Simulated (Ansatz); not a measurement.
**C2H9NSi (SMILES CN(C)[SiH3]): the vertical ionisation energy, rung by rung**

The species is C2H9NSi (13 atoms), meant as a singlet with charge 0. SMILES: `CN(C)[SiH3]`. The coordinates come from a PBE0-D4/def2-TZVP relaxation.

Quantity: the vertical ionisation energy (to the doublet cation), in eV. The values are calculated.

```tsv
level	kind	program	value (eV)
SVWN5/6-31G* (spherical functions)	LDA	Ansatz	8.18
PBE/6-31G* (spherical functions)	GGA	Ansatz	8.08
revPBE/6-31G* (spherical functions)	GGA	Ansatz	8.05
r2SCAN/6-31G* (spherical functions)	meta-GGA	Ansatz	8.13
r2SCAN0/6-31G* (spherical functions)	hybrid meta-GGA	Ansatz	8.24
CAM-B3LYP/6-31G* (spherical functions)	range-separated hybrid	Ansatz	8.33
B2PLYP/6-31G* (spherical functions)	double hybrid	Ansatz	8.22
RPA@PBE0/6-31G* (spherical functions)	RPA	Ansatz	8.11
CCSD/6-31G* (spherical functions)	coupled cluster or CI	Ansatz	8.03
```

The values span 8.03 to 8.33 eV.
